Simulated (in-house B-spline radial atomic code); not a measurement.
RPA and G0W0 for Mg⁸⁺, [He] 2s2, as one setting changes: the share of exact exchange in the PBE hybrid start. A dash marks a level of low quasi-particle weight. Computed with a B-spline radial code for spherical atoms: all electrons, non-relativistic, point nucleus, each spin shell either full or empty, empty states to l = 9 with an (l + 1/2)⁻⁴ tail; G0W0 by contour deformation at full frequency.

```json
{"share of exact exchange in the PBE hybrid start": "0", "mean-field level (eV)": "-308.99", "G0W0 level (eV)": "2s -327.59", "RPA correlation (Eh)": "-0.35293"}
{"share of exact exchange in the PBE hybrid start": "0.1", "mean-field level (eV)": "-310.57", "G0W0 level (eV)": "2s -327.49", "RPA correlation (Eh)": "-0.33281"}
{"share of exact exchange in the PBE hybrid start": "0.2", "mean-field level (eV)": "-312.16", "G0W0 level (eV)": "2s -327.39", "RPA correlation (Eh)": "-0.31607"}
{"share of exact exchange in the PBE hybrid start": "0.3", "mean-field level (eV)": "-313.74", "G0W0 level (eV)": "2s -327.29", "RPA correlation (Eh)": "-0.30187"}
{"share of exact exchange in the PBE hybrid start": "0.4", "mean-field level (eV)": "-315.32", "G0W0 level (eV)": "2s -327.19", "RPA correlation (Eh)": "-0.28964"}
{"share of exact exchange in the PBE hybrid start": "0.5", "mean-field level (eV)": "-316.90", "G0W0 level (eV)": "2s -327.09", "RPA correlation (Eh)": "-0.27897"}
{"share of exact exchange in the PBE hybrid start": "0.6", "mean-field level (eV)": "-318.49", "G0W0 level (eV)": "2s -327.00", "RPA correlation (Eh)": "-0.26957"}
{"share of exact exchange in the PBE hybrid start": "0.7", "mean-field level (eV)": "-320.07", "G0W0 level (eV)": "2s -326.92", "RPA correlation (Eh)": "-0.26119"}
{"share of exact exchange in the PBE hybrid start": "0.8", "mean-field level (eV)": "?", "G0W0 level (eV)": "?", "RPA correlation (Eh)": "?"}
{"share of exact exchange in the PBE hybrid start": "0.9", "mean-field level (eV)": "?", "G0W0 level (eV)": "?", "RPA correlation (Eh)": "?"}
{"share of exact exchange in the PBE hybrid start": "1", "mean-field level (eV)": "-324.80", "G0W0 level (eV)": "2s -326.68", "RPA correlation (Eh)": "-0.24069"}
```

**Question.** What belongs in the row for 0.9?

**Answer.** mean-field level (eV): -323.22; G0W0 level (eV): 2s -326.75; RPA correlation (Eh): -0.24687.

**Question.** What belongs in the row for 0.8?

**Answer.** mean-field level (eV): -321.64; G0W0 level (eV): 2s -326.83; RPA correlation (Eh): -0.25367.
